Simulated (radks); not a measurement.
Problem. The mean radii <r> (bohr) of the occupied orbitals of an atom or ion are listed with their occupations. Calculated with a radial shooting solver on a logarithmic mesh with Libxc functionals: non-relativistic Kohn-Sham, SCAN, spin-polarised, spherical densities, point nucleus; meta-GGA in the generalised Kohn-Sham scheme.

orbital  occ.      <r>
1s up       1  0.06159
1s down     1  0.06159
2s up       1   0.2820
2s down     1   0.2814
2p up       3   0.2484
2p down     3   0.2477
3s up       1   0.8390
3s down     1   0.8446
3p up       3   0.8730
3p down     3   0.8793
3d up       3   0.9727
4p up       1    2.546

Name the element and its charge. Open shells, if any, are filled with parallel spins first.

Solution. Z = 25, manganese, charge +3: Mn3+ in [Ar] 3d3 4p1. The 1s radius gives Z: for a bare nucleus <r> = 1.5/Z, 0.06 bohr for Z = 25, and screening makes it slightly larger (0.06159 here). The occupations add up to 22, and the charge is Z minus that.
